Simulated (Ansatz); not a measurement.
`O[Si](F)(Cl)Br` + H₂ → `O[SiH](Cl)Br` + H–F at 500 K and 1 bar (hydrogenolysis of the Si–F bond).

Computed with Ansatz on PBE0-D4/def2-TZVP structures; ΔE is electronic, products minus reactants. CCSD(T)/CBS is the MP2 limit (def2-TZVPP, def2-QZVPP) plus CCSD(T) − MP2 in def2-TZVPP, frozen cores. This one scheme is used for every species. For Br outer-core shells are correlated without core-valence functions, which leaves a few kJ/mol of doubt a bond. Scalar relativity is left out up to krypton. Each species was taken in one conformer, which may not be the lowest.

```json
{"species": "`O[Si](F)(Cl)Br`", "CCSD(T)/CBS energy (Eh)": "-3497.97222", "H − E (kJ/mol)": "94.5", "S (J/(mol·K))": "406.4"}
{"species": "H₂", "CCSD(T)/CBS energy (Eh)": "-1.17544", "H − E (kJ/mol)": "41.0", "S (J/(mol·K))": "145.5"}
{"species": "`O[SiH](Cl)Br`", "CCSD(T)/CBS energy (Eh)": "-3398.70645", "H − E (kJ/mol)": "105.0", "S (J/(mol·K))": "380.5"}
{"species": "H–F", "CCSD(T)/CBS energy (Eh)": "-100.39570", "H − E (kJ/mol)": "39.4", "S (J/(mol·K))": "188.7"}
```

H − E and S are ideal-gas, rigid-rotor, harmonic terms from PBE0-D4/def2-TZVP, for one conformer and one mirror image of each species. The MP2-based limit puts H₂ 0.8 mEh under its directly extrapolated value; such offsets cancel only in part. 1 Eh = 2625.50 kJ/mol, R = 8.31446 J/(mol·K).

By hand: ΔE, ΔH, ΔS and ΔG.

ΔE = (-3398.70645) + (-100.39570) − (-3497.97222) − (-1.17544) = 0.04551 Eh = 119.5 kJ/mol. Δ(H − E) = 105.0 + 39.4 − 94.5 − 41.0 = 8.9, so ΔH = 128.4 kJ/mol. ΔS = 380.5 + 188.7 − 406.4 − 145.5 = 17.3 J/(mol·K). ΔG = 128.4 − 500 × (17.3)/1000 = 119.8 kJ/mol.

By hand: the equilibrium constant, and the temperature at which ΔG would vanish if ΔH and ΔS stayed fixed.

log₁₀ K = −ΔG/(RT ln 10) = -12.5. ΔG = 0 at ΔH/ΔS = 7422 K, far beyond where these terms or the molecules hold.

ΔH outweighs TΔS. A doubt of 5 kJ/mol in ΔE shifts log₁₀ K by 0.5 here. Other conformers and mirror images would add mixing entropy, several J/(mol·K) or more a flexible species. These are equilibria of isolated gas molecules and say nothing of rates. Largest T1 diagnostic: 0.009 (customary marks: 0.02 for closed shells, 0.045 for open ones).
